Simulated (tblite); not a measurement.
C₆H₆BrN₃.
Atom-mapped SMILES: `[Br:1][c:2]1[cH:3][n:4][n:5][c:6]([CH:7]2[CH2:8][CH2:9]2)[n:10]1` (hydrogens: H11 on C3; H12 on C7; H13, H14 on C8; H15, H16 on C9)

Computed with GFN2-xTB (tblite), gas phase: L-BFGS steps from a force-field or distance-geometry start until the largest atomic force falls under 0.01 eV/Å.

Step 68: E = -780.9404 eV
```
atom  x, y, z in Å  |  force x, y, z in eV/Å
Br1     3.2591   -1.6635    1.0584   -0.078   0.067  -0.025
C2      2.1505   -0.3004    0.3116    0.091   0.104   0.141
C3      2.6833    0.9047   -0.1680    0.043  -0.052   0.010
N4      1.9235    1.6258   -0.9603   -0.053   0.028  -0.022
N5      0.6811    1.3283   -1.1602   -0.098   0.234  -0.063
C6      0.1311    0.3472   -0.4554    0.056  -0.142  -0.133
C7     -1.3178    0.1724   -0.4906    0.108  -0.019  -0.021
C8     -2.0503    0.0822    0.8257   -0.105  -0.180   0.282
C9     -1.8608   -1.1383    0.0083   -0.051  -0.100  -0.138
N10     0.8711   -0.5391    0.2196    0.136  -0.011   0.095
H11     3.6812    1.2697    0.0235   -0.031  -0.146  -0.027
H12    -1.7924    0.6811   -1.3123   -0.071   0.136  -0.045
H13    -3.0396    0.5105    0.8780    0.039   0.060  -0.025
H14    -1.4947    0.1485    1.7451    0.151   0.189   0.033
H15    -2.7208   -1.5652   -0.4680   -0.153  -0.060  -0.265
H16    -1.1119   -1.8550    0.2921    0.017  -0.109   0.203
```

Step 69: E = -780.9500 eV
```
atom  x, y, z in Å  |  force x, y, z in eV/Å
Br1     3.2518   -1.6146    1.1485   -0.109   0.097  -0.027
C2      2.1443   -0.2779    0.3502    0.154   0.252   0.011
C3      2.6838    0.9029   -0.1864   -0.155   0.024  -0.115
N4      1.9322    1.5938   -1.0246    0.023  -0.241   0.245
N5      0.6895    1.2932   -1.2141   -0.161  -0.083   0.199
C6      0.1300    0.3442   -0.4548    0.214   0.051  -0.279
C7     -1.3215    0.1865   -0.4810    0.087   0.024   0.045
C8     -2.0337    0.0589    0.8507    0.036  -0.400   0.056
C9     -1.8759   -1.1378   -0.0245   -0.085   0.056  -0.016
N10     0.8640   -0.5138    0.2654    0.009   0.096  -0.029
H11     3.6788    1.2739    0.0018    0.004  -0.132  -0.044
H12    -1.7959    0.7304   -1.2872   -0.019   0.043   0.115
H13    -3.0158    0.5028    0.9317    0.098   0.010  -0.002
H14    -1.4545    0.0786    1.7655    0.021   0.181  -0.176
H15    -2.7526   -1.5306   -0.5101   -0.028   0.015  -0.163
H16    -1.1318   -1.8815    0.2163   -0.089   0.006   0.180
```

Step 70: E = -780.9594 eV
```
atom  x, y, z in Å  |  force x, y, z in eV/Å
Br1     3.2774   -1.6220    1.0790    0.001  -0.056   0.097
C2      2.1589   -0.2771    0.3453    0.027   0.119  -0.029
C3      2.6872    0.9070   -0.1780   -0.130   0.197  -0.145
N4      1.9279    1.6014   -1.0052    0.033  -0.132   0.176
N5      0.6871    1.2977   -1.1985   -0.096  -0.091   0.154
C6      0.1372    0.3358   -0.4491    0.095   0.091  -0.177
C7     -1.3145    0.1722   -0.4738    0.058   0.074  -0.077
C8     -2.0488    0.0616    0.8485    0.042  -0.277  -0.170
C9     -1.8848   -1.1421   -0.0116   -0.140   0.035  -0.059
N10     0.8791   -0.5180    0.2621   -0.053  -0.025   0.012
H11     3.6795    1.2762    0.0179    0.056  -0.070  -0.072
H12    -1.7814    0.7097   -1.2910   -0.008   0.013   0.142
H13    -3.0251    0.5136    0.8978   -0.021   0.077   0.049
H14    -1.4783    0.1126    1.7603    0.080   0.094   0.015
H15    -2.7524   -1.5356   -0.5194    0.042   0.048  -0.067
H16    -1.1564   -1.8840    0.2633    0.014  -0.097   0.150
```

Task: Estimate the geometry and energy of step 71. (The exact step hangs on the optimiser's Hessian estimate; all steps are aligned on step 70, rigid shifts and turns removed.)

Result: E = -780.9682 eV, largest force 0.199 eV/Å
```
atom  x, y, z in Å  |  force x, y, z in eV/Å
Br1     3.2724   -1.5932    1.1312   -0.030  -0.026   0.082
C2      2.1543   -0.2651    0.3589   -0.056  -0.008  -0.010
C3      2.6858    0.9044   -0.1903   -0.021   0.122  -0.026
N4      1.9299    1.5881   -1.0214   -0.036   0.028   0.023
N5      0.6858    1.2880   -1.2082   -0.017   0.023   0.021
C6      0.1373    0.3360   -0.4560   -0.025  -0.027   0.016
C7     -1.3152    0.1787   -0.4725    0.006   0.027  -0.054
C8     -2.0395    0.0465    0.8565    0.029  -0.145  -0.133
C9     -1.8927   -1.1401   -0.0276   -0.012  -0.073  -0.024
N10     0.8744   -0.5082    0.2751    0.021  -0.034   0.013
H11     3.6809    1.2669   -0.0002    0.088  -0.041  -0.077
H12    -1.7841    0.7272   -1.2816   -0.014   0.018   0.166
H13    -3.0134    0.5101    0.9255    0.093   0.011   0.039
H14    -1.4536    0.0825    1.7638    0.001   0.071  -0.093
H15    -2.7671   -1.5197   -0.5358    0.069   0.058  -0.049
H16    -1.1626   -1.8931    0.2303   -0.096  -0.005   0.105
```

The energy changes by -0.0088 eV. The first-order estimate −F·Δx gives -0.0121 eV and the mean of the old and new forces, exact on a quadratic surface, -0.0087 eV. The step makes an angle of 81° with the force vector and moves no atom by more than 0.060 Å.
